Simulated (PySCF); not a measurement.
phosphorus nitride (NP), singlet, at a GFN2-xTB geometry, with bond 2-1 at 2.2 times its length; PBE/6-31G* in PySCF.

PySCF was given this input:
```python
from pyscf import gto, scf, dft

mol = gto.M(
    atom='''
N    -0.00000000   -0.00000000   -0.99436149
P     0.00000000    0.00000000    2.21411158
''',
    basis='6-31g*',
    verbose=4,
)

mf = dft.RKS(mol)
mf.xc = 'pbe'
mf.kernel()
mo_i, mo_e, stable_i, stable_e = mf.stability(internal=True, external=True, return_status=True, nroots=6, tol=1e-6)
print('internally stable:', stable_i, ' externally stable:', stable_e)
if not stable_e:
    umf = mf.to_uhf() if not hasattr(mf, 'xc') else mf.to_uks()
    umf.scf_summary = {}
    umf.kernel(umf.make_rdm1(mo_e, umf.mo_occ))
```

What the program printed (banner, timings and long lists left out):

```
PySCF version 2.14.0

[INPUT] verbose = 4
[INPUT] num. atoms = 2
[INPUT] num. electrons = 22
[INPUT] charge = 0
[INPUT] spin (= nelec alpha-beta = 2S) = 0
[INPUT] symmetry False subgroup None
[INPUT] Mole.unit = angstrom
[INPUT] Symbol           X                Y                Z      unit          X                Y                Z       unit  Magmom
[INPUT]  1 N      0.000000000000   0.000000000000  -0.994361490000 AA    0.000000000000   0.000000000000  -1.879070884914 Bohr   0.0
[INPUT]  2 P      0.000000000000   0.000000000000   2.214111580000 AA    0.000000000000   0.000000000000   4.184064495428 Bohr   0.0

nuclear repulsion = 17.3177726396189
number of shells = 14
number of NR pGTOs = 78
number of NR cGTOs = 32
basis = 6-31g*
ecp = {}

******** <class 'pyscf.dft.rks.RKS'> ********
method = RKS
initial guess = minao
damping factor = 0
level_shift factor = 0
DIIS = <class 'pyscf.scf.diis.CDIIS'>
diis_start_cycle = 1
diis_space = 8
diis_damp = 0
SCF conv_tol = 1e-09
SCF conv_tol_grad = None
SCF max_cycles = 50
direct_scf = True
direct_scf_tol = 1e-13
XC library pyscf.dft.libxc version 7.1.2
    S. Lehtola, C. Steigemann, M. J. T. Oliveira, and M. A. L. Marques,  SoftwareX 7, 1–5 (2018)
XC functionals = pbe
    J. P. Perdew, K. Burke, and M. Ernzerhof,  Phys. Rev. Lett. 77, 3865 (1996)
    J. P. Perdew, K. Burke, and M. Ernzerhof,  Phys. Rev. Lett. 78, 1396 (1997)
    J. P. Perdew, K. Burke, and M. Ernzerhof,  Phys. Rev. Lett. 77, 3865 (1996)
    J. P. Perdew, K. Burke, and M. Ernzerhof,  Phys. Rev. Lett. 78, 1396 (1997)
radial grids:
    Treutler-Ahlrichs [JCP 102, 346 (1995); DOI:10.1063/1.469408] (M4) radial grids

becke partition: Becke, JCP 88, 2547 (1988); DOI:10.1063/1.454033
pruning grids: <function nwchem_prune>
grids dens level: 3
symmetrized grids: False
atomic radii adjust function: <function treutler_atomic_radii_adjust>
small_rho_cutoff = 0
Set gradient conv threshold to 3.16228e-05
Initial guess from minao.
tot grids = 33088
init E= -395.376635562349
cycle= 1 E= -395.401477826834  delta_E= -0.0248  |g|= 0.507  |ddm|= 1.66
cycle= 2 E= -391.920926349944  delta_E= 3.48  |g|= 1.58  |ddm|= 2.83
cycle= 3 E= -392.478110080196  delta_E= -0.557  |g|= 2.24  |ddm|= 3.69
cycle= 4 E= -392.476548491015  delta_E= 0.00156  |g|= 2.24  |ddm|= 0.00115
cycle= 5 E= -393.400514928018  delta_E= -0.924  |g|= 2.12  |ddm|= 0.635
cycle= 6 E= -392.437840569183  delta_E= 0.963  |g|= 1.65  |ddm|= 3.26
cycle= 7 E= -392.474922193796  delta_E= -0.0371  |g|= 1.69  |ddm|= 0.0845
cycle= 8 E= -392.350905960654  delta_E= 0.124  |g|= 1.59  |ddm|= 0.146
cycle= 9 E= -392.178801797621  delta_E= 0.172  |g|= 1.52  |ddm|= 0.187
cycle= 10 E= -392.352202571964  delta_E= -0.173  |g|= 2.52  |ddm|= 3.55
cycle= 11 E= -394.735687933441  delta_E= -2.38  |g|= 1.53  |ddm|= 2.88
cycle= 12 E= -391.941562352374  delta_E= 2.79  |g|= 2.51  |ddm|= 3.07
cycle= 13 E= -391.98340558607  delta_E= -0.0418  |g|=  2.5  |ddm|= 0.0629
cycle= 14 E= -391.020642914633  delta_E= 0.963  |g|= 2.94  |ddm|= 0.791
cycle= 15 E= -391.468570272675  delta_E= -0.448  |g|= 2.74  |ddm|= 0.345
cycle= 16 E= -392.002007895699  delta_E= -0.533  |g|= 2.45  |ddm|= 0.397
cycle= 17 E= -392.051736223772  delta_E= -0.0497  |g|= 2.44  |ddm|= 0.0982
cycle= 18 E= -395.450419538263  delta_E= -3.4  |g|= 0.287  |ddm|= 2.35
cycle= 19 E= -392.977846371029  delta_E= 2.47  |g|= 2.12  |ddm|= 1.98
cycle= 20 E= -394.872090119322  delta_E= -1.89  |g|= 1.55  |ddm|= 1.28
cycle= 21 E= -393.157377781746  delta_E= 1.71  |g|= 2.12  |ddm|= 1.16
cycle= 22 E= -392.982538366828  delta_E= 0.175  |g|=  2.1  |ddm|= 0.141
cycle= 23 E= -392.850482840789  delta_E= 0.132  |g|= 1.78  |ddm|= 3.22
cycle= 24 E= -393.710409037441  delta_E= -0.86  |g|= 1.84  |ddm|= 0.558
cycle= 25 E= -392.555831037292  delta_E= 1.15  |g|= 1.67  |ddm|= 0.78
cycle= 26 E= -393.571441776385  delta_E= -1.02  |g|= 1.99  |ddm|= 3.17
cycle= 27 E= -395.094077944523  delta_E= -1.52  |g|=  1.2  |ddm|= 1.14
cycle= 28 E= -395.200954894712  delta_E= -0.107  |g|= 1.02  |ddm|= 0.11
cycle= 29 E= -395.338072468592  delta_E= -0.137  |g|= 0.744  |ddm|= 0.891
cycle= 30 E= -395.354741276697  delta_E= -0.0167  |g|= 0.723  |ddm|= 0.574
cycle= 31 E= -395.35444975509  delta_E= 0.000292  |g|= 0.719  |ddm|= 0.031
cycle= 32 E= -393.542884184269  delta_E= 1.81  |g|=  1.9  |ddm|= 2.02
cycle= 33 E= -393.48882912365  delta_E= 0.0541  |g|=  1.9  |ddm|= 0.0346
cycle= 34 E= -393.899952945898  delta_E= -0.411  |g|= 1.89  |ddm|= 0.278
cycle= 35 E= -394.526461303563  delta_E= -0.627  |g|= 1.72  |ddm|= 0.434
cycle= 36 E= -395.218077229959  delta_E= -0.692  |g|= 1.03  |ddm|= 0.58
cycle= 37 E= -395.467254680184  delta_E= -0.249  |g|= 0.153  |ddm|= 0.624
cycle= 38 E= -395.469903533872  delta_E= -0.00265  |g|= 0.104  |ddm|= 0.0269
cycle= 39 E= -395.471941270459  delta_E= -0.00204  |g|= 0.0382  |ddm|= 0.0778
cycle= 40 E= -395.472236336756  delta_E= -0.000295  |g|= 0.0097  |ddm|= 0.0152
cycle= 41 E= -395.47225216876  delta_E= -1.58e-05  |g|= 0.00471  |ddm|= 0.00799
cycle= 42 E= -395.472256832656  delta_E= -4.66e-06  |g|= 0.000725  |ddm|= 0.00205
cycle= 43 E= -395.472256946641  delta_E= -1.14e-07  |g|= 3.57e-06  |ddm|= 0.000395
cycle= 44 E= -395.472256945855  delta_E= 7.87e-10  |g|= 5.98e-05  |ddm|= 5.25e-05
cycle= 45 E= -395.472256946647  delta_E= -7.93e-10  |g|= 1.79e-06  |ddm|= 4.23e-05
Extra cycle  E= -395.472256933631  delta_E= 1.3e-08  |g|= 0.000246  |ddm|= 0.000128
SCF not converged.
SCF energy = -395.472256933631
rhf_internal: lowest eigs of H = [0.04358212 0.1224914  0.12249143 0.21046542 0.2105167  0.28178701]
<class 'pyscf.dft.rks.RKS'> wavefunction is stable in the internal stability analysis
rhf_real2complex: lowest eigs of H = [9.40844707e-17 1.08923972e-02 1.08924030e-02 1.08924097e-02
 1.80233179e-02 2.72450002e-02]
<class 'pyscf.dft.rks.RKS'> wavefunction is stable in the real -> complex stability analysis
rhf_external: lowest eigs of H = [-0.10344996 -0.06081878 -0.06081764 -0.04167119 -0.04167117 -0.02952575]
<class 'pyscf.dft.rks.RKS'> wavefunction has an RHF/RKS -> UHF/UKS instability
internally stable: True  externally stable: False

******** <class 'pyscf.dft.uks.UKS'> ********
method = UKS
initial guess = minao
damping factor = 0
level_shift factor = 0
DIIS = <class 'pyscf.scf.diis.CDIIS'>
diis_start_cycle = 1
diis_space = 8
diis_damp = 0
SCF conv_tol = 1e-09
SCF conv_tol_grad = None
SCF max_cycles = 50
direct_scf = True
direct_scf_tol = 1e-13
number electrons alpha = 11  beta = 11
XC library pyscf.dft.libxc version 7.1.2
    S. Lehtola, C. Steigemann, M. J. T. Oliveira, and M. A. L. Marques,  SoftwareX 7, 1–5 (2018)
XC functionals = pbe
    J. P. Perdew, K. Burke, and M. Ernzerhof,  Phys. Rev. Lett. 77, 3865 (1996)
    J. P. Perdew, K. Burke, and M. Ernzerhof,  Phys. Rev. Lett. 78, 1396 (1997)
    J. P. Perdew, K. Burke, and M. Ernzerhof,  Phys. Rev. Lett. 77, 3865 (1996)
    J. P. Perdew, K. Burke, and M. Ernzerhof,  Phys. Rev. Lett. 78, 1396 (1997)
radial grids:
    Treutler-Ahlrichs [JCP 102, 346 (1995); DOI:10.1063/1.469408] (M4) radial grids

becke partition: Becke, JCP 88, 2547 (1988); DOI:10.1063/1.454033
pruning grids: <function nwchem_prune>
grids dens level: 3
symmetrized grids: False
atomic radii adjust function: <function treutler_atomic_radii_adjust>
small_rho_cutoff = 0
Set gradient conv threshold to 3.16228e-05
init E= -394.917872437416
cycle= 1 E= -390.5723486722  delta_E= 4.35  |g|= 2.21  |ddm|= 2.38
cycle= 2 E= -383.505345393316  delta_E= 7.07  |g|= 1.47  |ddm|= 8.41
cycle= 3 E= -386.421578535793  delta_E= -2.92  |g|= 2.95  |ddm|=  8.6
cycle= 4 E= -386.464285715565  delta_E= -0.0427  |g|= 2.95  |ddm|= 0.0235
cycle= 5 E= -387.158126001862  delta_E= -0.694  |g|=  2.9  |ddm|= 0.461
cycle= 6 E= -387.644687601905  delta_E= -0.487  |g|= 2.84  |ddm|= 0.254
cycle= 7 E= -387.002479673312  delta_E= 0.642  |g|= 2.91  |ddm|= 0.312
cycle= 8 E= -386.597873600864  delta_E= 0.405  |g|= 2.94  |ddm|= 0.204
cycle= 9 E= -386.748190994385  delta_E= -0.15  |g|= 2.93  |ddm|= 0.0882
cycle= 10 E= -388.743339500596  delta_E=   -2  |g|= 2.57  |ddm|=  1.3

cycle= 11 E= -380.324622814154  delta_E= 8.42  |g|= 1.71  |ddm|=  4.9
cycle= 12 E= -389.970025647088  delta_E= -9.65  |g|= 2.32  |ddm|= 4.69
cycle= 13 E= -389.991338696957  delta_E= -0.0213  |g|= 2.31  |ddm|= 0.0529
cycle= 14 E= -387.439254732142  delta_E= 2.55  |g|= 2.81  |ddm|= 1.58
cycle= 15 E= -388.060451269452  delta_E= -0.621  |g|= 2.73  |ddm|= 0.323
cycle= 16 E= -388.186443063253  delta_E= -0.126  |g|= 2.71  |ddm|= 0.0668
cycle= 17 E= -388.566006132488  delta_E= -0.38  |g|= 2.62  |ddm|= 0.353
cycle= 18 E= -388.247221915559  delta_E= 0.319  |g|= 2.69  |ddm|= 0.212
cycle= 19 E= -387.569389449362  delta_E= 0.678  |g|=  2.8  |ddm|= 0.459
cycle= 20 E= -383.030018382734  delta_E= 4.54  |g|= 1.59  |ddm|= 8.38
cycle= 21 E= -387.819651200122  delta_E= -4.79  |g|= 2.71  |ddm|= 8.43
cycle= 22 E= -386.874125523845  delta_E= 0.946  |g|= 2.87  |ddm|= 0.516
cycle= 23 E= -388.581722037871  delta_E= -1.71  |g|= 2.58  |ddm|= 0.809
cycle= 24 E= -388.382969072344  delta_E= 0.199  |g|= 2.62  |ddm|= 0.133
cycle= 25 E= -386.142532933858  delta_E= 2.24  |g|=    3  |ddm|= 1.27
cycle= 26 E= -387.626075111581  delta_E= -1.48  |g|= 2.81  |ddm|= 0.994
cycle= 27 E= -386.625446384737  delta_E=    1  |g|= 2.94  |ddm|= 0.578
cycle= 28 E= -387.329730963733  delta_E= -0.704  |g|= 2.83  |ddm|= 0.539
cycle= 29 E= -382.941758381501  delta_E= 4.39  |g|= 1.62  |ddm|= 8.42
cycle= 30 E= -385.85761163085  delta_E= -2.92  |g|= 2.99  |ddm|= 8.52
cycle= 31 E= -387.84458617179  delta_E= -1.99  |g|= 2.77  |ddm|= 1.21
cycle= 32 E= -387.972767569384  delta_E= -0.128  |g|= 2.77  |ddm|= 0.174
cycle= 33 E= -388.363269775685  delta_E= -0.391  |g|= 2.64  |ddm|= 0.486
cycle= 34 E= -387.714573714026  delta_E= 0.649  |g|= 2.76  |ddm|= 0.316
cycle= 35 E= -387.951650714242  delta_E= -0.237  |g|= 2.75  |ddm|= 0.187
cycle= 36 E= -387.475277262735  delta_E= 0.476  |g|= 2.77  |ddm|= 0.324
cycle= 37 E= -387.548252371542  delta_E= -0.073  |g|= 2.75  |ddm|= 0.0861
cycle= 38 E= -383.005457305826  delta_E= 4.54  |g|= 1.59  |ddm|= 8.45
cycle= 39 E= -386.574601547688  delta_E= -3.57  |g|=  2.9  |ddm|= 8.51
cycle= 40 E= -387.473049835259  delta_E= -0.898  |g|= 2.78  |ddm|= 0.47
cycle= 41 E= -387.609358621517  delta_E= -0.136  |g|= 2.75  |ddm|= 0.0785
cycle= 42 E= -384.413184438257  delta_E=  3.2  |g|= 2.91  |ddm|= 1.81
cycle= 43 E= -387.277041848064  delta_E= -2.86  |g|= 2.84  |ddm|= 1.82
cycle= 44 E= -388.080317530333  delta_E= -0.803  |g|= 2.76  |ddm|= 0.356
cycle= 45 E= -387.22009469431  delta_E= 0.86  |g|= 2.81  |ddm|= 0.445
cycle= 46 E= -388.077895766353  delta_E= -0.858  |g|= 2.66  |ddm|= 0.472
cycle= 47 E= -382.916737679979  delta_E= 5.16  |g|= 1.61  |ddm|= 8.38
cycle= 48 E= -388.304767143499  delta_E= -5.39  |g|= 2.63  |ddm|= 8.37
cycle= 49 E= -388.08871404646  delta_E= 0.216  |g|= 2.68  |ddm|= 0.165
cycle= 50 E= -385.965777858656  delta_E= 2.12  |g|= 2.97  |ddm|=  1.1
SCF not converged.
SCF energy = -385.965777858656 after 50 cycles  <S^2> = 0.0017268491  2S+1 = 1.0034478
```

The run did not converge; its last values are not results.
